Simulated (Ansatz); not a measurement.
```yaml
crystal:
  periodic: [false, false, false]
  atoms:
    - {symbol: O, position_ang: [-1.152381, 0.182270, -0.554530]}
    - {symbol: C, position_ang: [-0.355618, 0.421933, -0.369823]}
    - {symbol: B, position_ang: [0.093570, 0.132681, 0.538690]}
    - {symbol: Te, position_ang: [0.865399, -0.956465, 0.536619]}
    - {symbol: H, position_ang: [-0.069212, 0.918414, -0.658638]}
    - {symbol: H, position_ang: [0.067278, 0.486453, 1.072164]}
    - {symbol: H, position_ang: [0.550347, -1.377943, -0.491057]}
basis:
  gaussian: {orbitals: def2-mTZVPP, final_grid: {core_spheres: 20, valence_spheres: 16, degree: 47}}
hamiltonian: {xc: {name: wB97}}
accuracy: high
```

```sh
$ ansatz run in.yaml --threads 2 --pin off --events-out ev --progress --plain --max-ram 4352MiB
```

It prints (some lines left out):

```
Functional definition: wB97
2327 factors; integrals over basis functions are off by at most 3.5e-9 eV
504 factors; integrals over basis functions are off by at most 1.6e-9 eV
mean field evaluation 1: about -11014.8630 eV, gradient 1.0e2 eV
mean field evaluation 2: about -10970.2364 eV, gradient 1.5e2 eV
mean field evaluation 4: about -11035.5886 eV, gradient 1.1e1 eV
mean field evaluation 8: about -11035.8969 eV, gradient 4.7e-1 eV
mean field evaluation 16: about -11035.8980 eV, gradient 6.2e-4 eV
mean field -11035.89796389 eV, -405.5617697726 hartree, gradient 7.6e-8 eV, S^2 0.000000; 0 other end points of the search recorded, 0 dependent functions left out
reference -11035.89796295 eV, -405.5617697380 hartree; 23, 23 occupied and 90, 90 virtual orbitals, 2327 factors
Total energy: -11035.89796295 eV, -405.5617697380 hartree
```

In this input the geometry is squeezed to about two thirds of its size. The run converged. The result belongs to that input, not to the molecule as meant.
